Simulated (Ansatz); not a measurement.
`O[SiH](F)[AlH2]` + `C[SiH](F)CF` → `FC[SiH](F)[AlH2]` + `C[SiH](O)F`  (redistribution)

Program: Ansatz. Geometries: PBE0-D4/def2-TZVP. ΔE: electronic, gas phase. CCSD(T)/CBS adds triple-zeta CCSD(T) − MP2 to the extrapolated MP2 energy (def2 sets, frozen cores). DFT in def2-TZVPP. B3LYP here is the variant with VWN-RPA as its local correlation; programs differ in this. Each species was taken in one conformer, which may not be the lowest.

`O[SiH](F)[AlH2]`:

Z-matrix (Å, degrees):
```
Si
F 1 1.610
Al 1 2.471 2 110.8
O 1 1.646 2 109.7 3 -115.5
H 1 1.493 2 103.8 3 127.9
H 3 1.589 1 120.0 2 139.3
H 3 1.587 1 120.4 2 -41.5
H 4 0.959 1 118.7 2 -71.2
```

`C[SiH](F)CF`:

```xyz
11

C     0.435    0.136    1.510
Si    0.010   -0.737   -0.065
F    -1.274   -1.677    0.155
C    -0.464    0.486   -1.423
F     0.607    1.357   -1.628
H    -0.413    0.715    1.881
H     0.735   -0.572    2.286
H     1.267    0.823    1.336
H     1.123   -1.601   -0.533
H    -0.686   -0.012   -2.372
H    -1.341    1.082   -1.146
```

`FC[SiH](F)[AlH2]`:

```xyz
10

F    -0.937   -2.320   -1.146
C    -0.738   -0.952   -1.019
Si    0.143   -0.512    0.597
F    -0.835   -0.868    1.826
Al    0.810    1.874    0.661
H    -1.715   -0.460   -1.090
H    -0.134   -0.611   -1.869
H     1.321   -1.421    0.706
H     0.578    2.763    1.954
H     1.506    2.507   -0.620
```

`C[SiH](O)F`:

Cartesian coordinates in Å:
```
C 1.045 -0.374 -0.323
Si -0.686 0.274 -0.211
O -1.421 -0.098 1.200
F -0.606 1.865 -0.376
H 1.493 -0.106 -1.282
H 1.055 -1.463 -0.233
H 1.677 0.041 0.468
H -1.582 -0.241 -1.266
H -0.974 0.102 2.024
```

(1) Is it downhill or uphill in electronic energy at CCSD(T)/CBS, and by how much? (An estimate is asked.)

(2) What do these levels give: B3LYP-D4, ωB97X-V, PBE0, B3LYP, CCSD/def2-TZVPP, MP2/def2-QZVPP? (Best estimate.)

Largest T1 diagnostic among the species: 0.012.

Results:

(1) The calculation gave: Downhill: ΔE = -3.3 kJ/mol.

(2) Ansatz gave: B3LYP-D4 -2.7, ωB97X-V -1.8, PBE0 -4.9, B3LYP -2.9, CCSD/def2-TZVPP -2.9, MP2/def2-QZVPP -2.8 kJ/mol.
